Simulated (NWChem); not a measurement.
Everything below was run with NWChem. System: norbornadiene (C$_{7}$H$_{8}$), charge 0, spin multiplicity 1, at a geometry optimised with PBE/def2-SVP. Level: G0W0@LDA (SVWN5)/def2-SVP, RI basis def2-svp-rifit.

Job file:

```
start mol
memory heap 200 mb stack 700 mb global 1700 mb
geometry units angstroms nocenter noautoz
  C     -1.245022     0.673840     0.521203
  C     -1.245022    -0.673840     0.521203
  C      0.000000    -1.124222    -0.273110
  C      1.245022    -0.673840     0.521203
  C      1.245022     0.673840     0.521203
  C      0.000000     1.124222    -0.273110
  C      0.000000     0.000000    -1.355186
  H     -1.945866     1.352244     1.027215
  H     -1.945866    -1.352244     1.027215
  H      0.000000    -2.174625    -0.618871
  H      1.945866    -1.352244     1.027215
  H      1.945866     1.352244     1.027215
  H      0.000000     2.174625    -0.618871
  H      0.912526     0.000000    -1.985780
  H     -0.912526     0.000000    -1.985780
  symmetry group C2v
end
basis spherical
  * library def2-svp
end
basis "ri basis" bse spherical
  * library def2-svp-rifit
end
dft
  xc slater vwn_5
  iterations 100
  direct
  tolerances tight
end
task dft energy
gw
  states alpha occ 4 vir 2
end
task dft gw
```

NWChem printed:

```
             Northwest Computational Chemistry Package (NWChem) 7.3.0
             --------------------------------------------------------

                                NWChem Input Module
                                -------------------

 Scaling coordinates for geometry "geometry" by  1.889725989
 (inverse scale =  0.529177249)

 Turning off AUTOSYM since
 SYMMETRY directive was detected!

                             Geometry "geometry" -> ""
                             -------------------------

 Output coordinates in angstroms (scale by  1.889725989 to convert to a.u.)

  No.       Tag          Charge          X              Y              Z
 ---- ---------------- ---------- -------------- -------------- --------------
    1 C                    6.0000    -1.24502200     0.67384000     0.52120300
    2 C                    6.0000    -1.24502200    -0.67384000     0.52120300
    3 C                    6.0000     0.00000000    -1.12422200    -0.27311000
    4 C                    6.0000     1.24502200    -0.67384000     0.52120300
    5 C                    6.0000     1.24502200     0.67384000     0.52120300
    6 C                    6.0000     0.00000000     1.12422200    -0.27311000
    7 C                    6.0000     0.00000000     0.00000000    -1.35518600
    8 H                    1.0000    -1.94586600     1.35224400     1.02721500
    9 H                    1.0000    -1.94586600    -1.35224400     1.02721500
   10 H                    1.0000     0.00000000    -2.17462500    -0.61887100
   11 H                    1.0000     1.94586600    -1.35224400     1.02721500
   12 H                    1.0000     1.94586600     1.35224400     1.02721500
   13 H                    1.0000     0.00000000     2.17462500    -0.61887100
   14 H                    1.0000     0.91252600     0.00000000    -1.98578000
   15 H                    1.0000    -0.91252600     0.00000000    -1.98578000

 Effective nuclear repulsion energy (a.u.)     286.1826497334

            Nuclear Dipole moment (a.u.)
            ----------------------------
        X                 Y               Z
 ---------------- ---------------- ----------------
     0.0000000000    -0.0000000000    -0.0000113384

      Symmetry information
      --------------------

 Group name             C2v
 Group number             16
 Group order               4
 No. of unique centers     6

      Symmetry unique atoms

     1    3    7    8   10   14


 Summary of "ao basis" -> "" (spherical)
 ------------------------------------------------------------------------------
       Tag                 Description            Shells   Functions and Types
 ---------------- ------------------------------  ------  ---------------------
 *                          def2-svp                  on all atoms

 new library libraries.bse/

 Summary of "ri basis" -> "" (spherical)
 ------------------------------------------------------------------------------
       Tag                 Description            Shells   Functions and Types
 ---------------- ------------------------------  ------  ---------------------
 *                       def2-svp-rifit               on all atoms

                                 NWChem DFT Module
                                 -----------------

 Summary of "ao basis" -> "ao basis" (spherical)
 ------------------------------------------------------------------------------
       Tag                 Description            Shells   Functions and Types
 ---------------- ------------------------------  ------  ---------------------
[...]
     6      0.225013   1 C  pz               20      0.225013   2 C  pz
    48     -0.225013   4 C  pz               62     -0.225013   5 C  pz
     4      0.217568   1 C  px               18      0.217568   2 C  px
    46      0.217568   4 C  px               60      0.217568   5 C  px
     9      0.160654   1 C  pz               23      0.160654   2 C  pz

 Vector   26  Occ=0.000000D+00  E=-5.242076D-02  Symmetry=b2
              MO Center=  1.3D-15, -6.0D-15,  3.3D-01, r^2= 3.7D+00
   Bfn.  Coefficient  Atom+Function         Bfn.  Coefficient  Atom+Function
  ----- ------------  ---------------      ----- ------------  ---------------
     9      0.318464   1 C  pz               23     -0.318464   2 C  pz
    51     -0.318464   4 C  pz               65      0.318464   5 C  pz
    92      0.314881   7 C  py                6      0.269686   1 C  pz
    20     -0.269686   2 C  pz               48     -0.269686   4 C  pz
    62      0.269686   5 C  pz               89      0.210771   7 C  py

 Vector   27  Occ=0.000000D+00  E=-1.349768D-03  Symmetry=a2
              MO Center= -7.0D-15, -2.0D-16,  5.1D-01, r^2= 3.6D+00
   Bfn.  Coefficient  Atom+Function         Bfn.  Coefficient  Atom+Function
  ----- ------------  ---------------      ----- ------------  ---------------
     7      0.332919   1 C  px               21     -0.332919   2 C  px
    49     -0.332919   4 C  px               63      0.332919   5 C  px
     9      0.311436   1 C  pz               23     -0.311436   2 C  pz
    51      0.311436   4 C  pz               65     -0.311436   5 C  pz
     4      0.241585   1 C  px               18     -0.241585   2 C  px

 Vector   28  Occ=0.000000D+00  E= 4.165598D-02  Symmetry=a1
              MO Center=  5.3D-14,  1.7D-14, -1.9D-01, r^2= 9.3D+00
   Bfn.  Coefficient  Atom+Function         Bfn.  Coefficient  Atom+Function
  ----- ------------  ---------------      ----- ------------  ---------------
    87      1.041653   7 C  s               110     -0.889953  10 H  s
   125     -0.889953  13 H  s               100     -0.590012   8 H  s
   105     -0.590012   9 H  s               115     -0.590012  11 H  s
   120     -0.590012  12 H  s               130     -0.528303  14 H  s
   135     -0.528303  15 H  s                31      0.501826   3 C  s

 center of mass
 --------------
 x =   0.00000000 y =  -0.00000000 z =   0.02241126

 moments of inertia (a.u.)
 ------------------
         424.457811677994           0.000000000000           0.000000000000
           0.000000000000         504.146025176522           0.000000000000
           0.000000000000           0.000000000000         572.719244545656

     Multipole analysis of the density
     ---------------------------------

     L   x y z        total         alpha         beta         nuclear
     -   - - -        -----         -----         ----         -------
     0   0 0 0     -0.000000    -25.000000    -25.000000     50.000000

     1   1 0 0     -0.000000     -0.000000     -0.000000      0.000000
     1   0 1 0      0.000000      0.000000      0.000000     -0.000000
     1   0 0 1      0.004690      0.002351      0.002351     -0.000011

     2   2 0 0    -31.437723   -112.160632   -112.160632    192.883540
     2   1 1 0     -0.000000     -0.000000     -0.000000      0.000000
     2   1 0 1      0.000000      0.000000      0.000000      0.000000
     2   0 2 0    -29.174746    -91.072773    -91.072773    152.970799
     2   0 1 1      0.000000      0.000000      0.000000      0.000000
     2   0 0 2    -31.938760    -71.869454    -71.869454    111.800149

 Task  times  cpu:        4.3s     wall:        4.3s

                                NWChem Input Module
                                -------------------

                                 NWChem GW Module
                                 ----------------

                             ***********************
                             ***        GW       ***
                             ***********************

 Summary of "ri basis" -> "ri basis" (spherical)
 ------------------------------------------------------------------------------
       Tag                 Description            Shells   Functions and Types
 ---------------- ------------------------------  ------  ---------------------
 C                       def2-svp-rifit             16       48   6s5p4d1f
 H                       def2-svp-rifit              6       14   3s2p1d

                 Memory Information
                 ------------------
          Available GA per process is          1699.9 MBs
          Available stack per process is        700.0 MBs
          Available heap per process is           0.0 MBs

          Peak memory in Initialization
              Peak GA per process is                 14.3 MBs
              Peak stack per process is               0.2 MBs
              Peak heap per process is               14.8 MBs
              Memory not in MA per process            0.0 MBs

          Peak memory in AFF Calculation
              Peak GA per process is                 83.1 MBs
              Peak stack per process is              60.9 MBs
              Peak heap per process is                0.0 MBs
              Memory not in MA per process           60.9 MBs

          Computing 2-center integrals
          Computing Inverse Cholesky factor
          Computing 3-center integrals
          Computing V_xc ...

 Grid integrated density:      50.000110462517
 Requested integration accuracy:   0.10E-05
          Computing Sigma_x
          Computing RPA polarizability
          Solving quasiparticle equations

                  Alpha Orbitals
          State     Energy (eV)     Error (eV)
          -----------------------------------
@GW        22        -10.887           0.002
@GW        23        -10.697           0.002
@GW        24         -8.724           0.002
@GW        25         -7.942           0.002
@GW        26          2.032           0.002
@GW        27          3.456           0.002

   Applying  -2.5067 eV scissor-shift to rest of particle states

   Applying   3.4581 eV scissor-shift to rest of hole states

     GW Timing Statistics
   ------------------------
   Init.   :          0.0s
     ERIs  :          1.2s
     Distr.:          0.0s
     Vxc   :          0.1s
   Sigma_x :          0.0s
   RPA     :          2.7s
   Wmn     :          0.0s
   Sigma_c :          0.0s
   GW total:          4.1s

 Task  times  cpu:        4.1s     wall:        4.1s

 Total times  cpu:        8.5s     wall:        8.5s
```
